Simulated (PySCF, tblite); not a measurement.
Problem. Give a GFN2-xTB geometry of `[SiH3]Nc1ccccc1`.

Solution. 
```
atom  x, y, z in Å
Si1    2.8011   -0.6149   -0.3499
N2     1.5520    0.5334   -0.0166
C3     0.1894    0.3337    0.0517
C4    -0.6632    1.4034    0.3307
C5    -2.0294    1.2157    0.4028
C6    -2.5757   -0.0399    0.1974
C7    -1.7369   -1.1067   -0.0813
C8    -0.3698   -0.9268   -0.1530
H9     2.8169   -1.6710    0.6667
H10    2.6102   -1.2057   -1.6773
H11    4.0166    0.1937   -0.2964
H12    1.8120    1.4916    0.1613
H13   -0.2426    2.3875    0.4908
H14   -2.6713    2.0565    0.6231
H15   -3.6439   -0.1848    0.2527
H16   -2.1510   -2.0913   -0.2445
H17    0.2787   -1.7623   -0.3681
```

Any rigid rotation of these coordinates is as good. Atoms count from 1 in this order. The 6-membered ring C3–C4–C5–C6–C7–C8 has internal angles of 118.5° to 120.7° (sum 720°, against 720° for a flat polygon); it is planar, 0.00 Å rms from its mean plane, widest ring torsion 0°. N2 (silicon-bound nitrogen) is planar (angles 128.8°, 118.6° and 112.6°, sum 360.0°, 0.00 Å off the plane of its three neighbours). Si1 (SiH3 silicon) is distorted tetrahedral (angles from 103.1° to 111.4°). Of the pairs four or more bonds apart, Si1···H17 is among the closest relative to their van der Waals radii: 2.77 Å, 84 % of the sum of Bondi's values.

Bonds between heavy atoms (Å): Si1–N2 1.729, N2–C3 1.379, C3–C4 1.396, C4–C5 1.381, C5–C6 1.385, C6–C7 1.385, C7–C8 1.381, C3–C8 1.394.

Structure optimised with GFN2-xTB, isolated species.

Point group: Cs (tolerance 0.08 Å). Its GFN2-xTB frequencies are all real (lowest 65 cm⁻¹). The numbers are those of one conformer (Si1–N2–C3–C4 180°).

The numbers are calculated, not measured.
